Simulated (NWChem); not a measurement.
# CH4BeSe; SMILES [CH3][Be][SeH]

```xyz
7

Be     0.0086    -1.1513     0.0004
C      0.0176    -2.8253     0.0007
H     -0.6949    -3.2462    -0.7307
H     -0.2426    -3.2485     0.9867
H      1.0128    -3.2256    -0.2652
Se     0.0360     0.8929     0.0001
H     -1.4379     0.9174     0.0001
```
Atoms are numbered in this order, from 1.

All runs: NWChem. Structure relaxed at the PBE0/def2-SVP level. Ions are spin-unrestricted doublets at the neutral geometry; other ion states weren't tried.

Problem. Predict the results for PBE0/def2-SVP. Quantities: vertical ionisation energy, ΔSCF (eV); −ε(HOMO) (eV).

Solution. 
| Quantity | Result |
|---|---|
| vertical ionisation energy, ΔSCF (eV) | 9.54 |
| −ε(HOMO) (eV) | 7.09 |
